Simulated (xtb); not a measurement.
C2H3BrF2, SMILES FC(F)CBr. All values are semi-empirical tight-binding results from xtb (GFN2-xTB unless named), good for trends rather than for accurate numbers. Geometry: GFN2-xTB. One conformer was computed; it need not be the lowest.

The orbital gap comes out as 5.07 eV, the zero-point energy is 30.5 kcal/mol and the G − E(el) at 298.15 K (modified RRHO) is 11.2 kcal/mol. The static polarisability (D4 model) is 49.1 bohr³. The solvation energy, GFN2-xTB/ALPB(water) is -1.5 kcal/mol and the solvation energy, GFN2-xTB/ALPB(benzene) is -3.7 kcal/mol.
